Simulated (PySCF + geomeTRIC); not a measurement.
Calculation: BP86-D3(BJ)/def2-SVP in PySCF + geomeTRIC. fastk is a local helper that only speeds up exchange builds. No frequencies were computed at this level.

```python
import json, numpy as np
from pyscf import gto, dft
from fastk import lowrank_exchange
atoms = """
Ti     0.052798    -0.036166     0.045849
Cl     1.461769    -1.002216     1.270327
Br     1.039028     0.965981    -1.826128
Br    -1.095802     1.660703     1.178498
Br    -1.574836    -1.508055    -0.770260
"""
def scf(charge, spin, dm0=None):
    mol = gto.M(atom=atoms, basis='def2-svp', ecp={}, charge=charge, spin=spin, verbose=3, max_memory=10080)
    mf = dft.KS(mol, xc='bp86').density_fit(auxbasis="def2-universal-jkfit")
    mf.disp = 'd3bj'
    mf.grids.level = 3
    mf.conv_tol = 1e-8
    mf.max_cycle = 120
    mf.level_shift = 0.25
    mf.kernel(dm0)
    if not mf.converged:
        mf = mf.newton().run(mf.mo_coeff, mf.mo_occ).undo_soscf()
    return mf
mf = scf(0, 0)
from pyscf.geomopt.geometric_solver import kernel as optimize
path = []
done, mol = optimize(mf, maxsteps=120, assert_convergence=False, callback=lambda env: path.append((env["energy"], bool(env["g_scanner"].converged))))
res = dict(converged=bool(done and path[-1][1]), energy=path[-1][0], path=[e for e, c in path], xyz=mol.atom_coords(unit="Angstrom").tolist(), nao=mol.nao)
json.dump(res, open("result.json", "w"))
```

Output:

```
converged SCF energy = -9032.22910651815
Geometry optimization cycle 1
converged SCF energy = -9032.2291064707
cycle 1: E = -9032.22910647  dE = -9032.23  norm(grad) = 0.0431634
Geometry optimization cycle 2
converged SCF energy = -9032.23114617065
cycle 2: E = -9032.23114617  dE = -0.0020397  norm(grad) = 0.0114228
Geometry optimization cycle 3
converged SCF energy = -9032.23143095903
cycle 3: E = -9032.23143096  dE = -0.000284788  norm(grad) = 0.00143876
Geometry optimization cycle 4
converged SCF energy = -9032.23146858926
cycle 4: E = -9032.23146859  dE = -3.76302e-05  norm(grad) = 0.00131595
Geometry optimization cycle 5
converged SCF energy = -9032.23147840806
cycle 5: E = -9032.23147841  dE = -9.8188e-06  norm(grad) = 0.000891425
Geometry optimization cycle 6
converged SCF energy = -9032.23148000526
cycle 6: E = -9032.23148001  dE = -1.5972e-06  norm(grad) = 0.000245777
Geometry optimization cycle 7
converged SCF energy = -9032.23147900578
cycle 7: E = -9032.23147901  dE = 9.99487e-07  norm(grad) = 0.000719679
Geometry optimization cycle 8
converged SCF energy = -9032.23147728688
cycle 8: E = -9032.23147729  dE = 1.7189e-06  norm(grad) = 0.00137635
Geometry optimization cycle 9
converged SCF energy = -9032.23147855065
cycle 9: E = -9032.23147855  dE = -1.26378e-06  norm(grad) = 0.00115438
Geometry optimization cycle 10
converged SCF energy = -9032.23148005872
cycle 10: E = -9032.23148006  dE = -1.50806e-06  norm(grad) = 0.000776534
Geometry optimization cycle 11
converged SCF energy = -9032.23148065783
cycle 11: E = -9032.23148066  dE = -5.99117e-07  norm(grad) = 0.000537401
<class 'geometric.internal.Distance'> : 4
<class 'geometric.internal.Angle'> : 6
<class 'geometric.internal.TranslationX'> : 1
<class 'geometric.internal.TranslationY'> : 1
<class 'geometric.internal.TranslationZ'> : 1
<class 'geometric.internal.RotationA'> : 1
<class 'geometric.internal.RotationB'> : 1
<class 'geometric.internal.RotationC'> : 1
Step    0 : Gradient = 1.930e-02/3.457e-02 (rms/max) Energy = -9032.2291064707
Step    1 : Displace = 1.965e-02/3.738e-02 (rms/max) Trust = 1.000e-01 (=) Grad = 5.108e-03/9.694e-03 (rms/max) E (change) = -9032.2311461706 (-2.040e-03) Quality = 1.257
Step    2 : Displace = 1.596e-02/2.472e-02 (rms/max) Trust = 1.414e-01 (+) Grad = 6.434e-04/9.947e-04 (rms/max) E (change) = -9032.2314309590 (-2.848e-04) Quality = 1.227
Step    3 : Displace = 9.223e-03/1.060e-02 (rms/max) Trust = 2.000e-01 (+) Grad = 5.885e-04/1.042e-03 (rms/max) E (change) = -9032.2314685893 (-3.763e-05) Quality = 1.348
Step    4 : Displace = 5.390e-03/6.664e-03 (rms/max) Trust = 2.828e-01 (+) Grad = 3.987e-04/6.903e-04 (rms/max) E (change) = -9032.2314784081 (-9.819e-06) Quality = 1.207
Step    5 : Displace = 2.305e-03/3.431e-03 (rms/max) Trust = 3.000e-01 (+) Grad = 1.099e-04/2.059e-04 (rms/max) E (change) = -9032.2314800053 (-1.597e-06) Quality = 0.503
Step    6 : Displace = 1.460e-03/2.403e-03 (rms/max) Trust = 3.000e-01 (=) Grad = 3.219e-04/6.258e-04 (rms/max) E (change) = -9032.2314790058 (+9.995e-07) Quality = -0.306
Step    7 : Displace = 7.074e-04/1.223e-03 (rms/max) Trust = 7.302e-04 (-) Grad = 6.155e-04/1.092e-03 (rms/max) E (change) = -9032.2314772869 (+1.719e-06) Quality = -0.234
Step    8 : Displace = 5.830e-04/9.006e-04 (rms/max) Trust = 3.537e-04 (-) Grad = 5.163e-04/9.184e-04 (rms/max) E (change) = -9032.2314785507 (-1.264e-06) Quality = 0.906
Step    9 : Displace = 8.094e-04/1.314e-03 (rms/max) Trust = 5.002e-04 (+) Grad = 3.473e-04/6.287e-04 (rms/max) E (change) = -9032.2314800587 (-1.508e-06) Quality = 0.727
Step   10 : Displace = 5.491e-04/8.682e-04 (rms/max) Trust = 5.002e-04 (=) Grad = 2.403e-04/4.444e-04 (rms/max) E (change) = -9032.2314806578 (-5.991e-07) Quality = 0.543
Converged! =D
```

Cost: roughly 8 core-minutes.
